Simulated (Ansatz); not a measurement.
Basis sets compared for Ag3H4⁻ (the lowest singlet isomer of a short search). The state is a singlet with charge -1. Geometry r2SCAN-D4/def2-TZVPD. Ansatz on 4 threads of Arm Neoverse V2 on a shared host; times are rough, and most runs start from earlier orbitals.

```xyz
7

Ag   -1.466   -2.027    1.243
Ag    1.508    1.997   -1.242
Ag   -0.088    0.063   -0.004
H     0.869    1.462    0.321
H     2.195    2.654   -2.587
H    -1.940   -2.837    2.598
H    -1.080   -1.312   -0.330
```

In the def2 sets Ag takes a core potential; there is no spin–orbit coupling. The structure comes from a short search, and lower isomers may exist.

```json
{"level": "PBE-D4/def2-SVPD", "functions": "134", "energy (Eh)": "-443.3915", "HOMO (eV)": "-1.67", "LUMO (eV)": "1.95", "wall time": "1.3 s"}
{"level": "PBE0-D4/def2-SVPD", "functions": "134", "energy (Eh)": "-443.3312", "HOMO (eV)": "-2.67", "LUMO (eV)": "2.53", "wall time": "1.6 s"}
```

(1) Estimate the rows for PBE-D4/def2-TZVPD, PBE0-D4/def2-TZVPD (with forces).

Results:

(1) 
| level | functions | energy (Eh) | HOMO (eV) | LUMO (eV) | wall time |
| --- | --- | --- | --- | --- | --- |
| PBE-D4/def2-TZVPD | 156 | -443.5107 | -1.70 | 1.92 | 1.4 s |
| PBE0-D4/def2-TZVPD (with forces) | 156 | -443.4442 | -2.70 | 2.54 | 2.8 s |
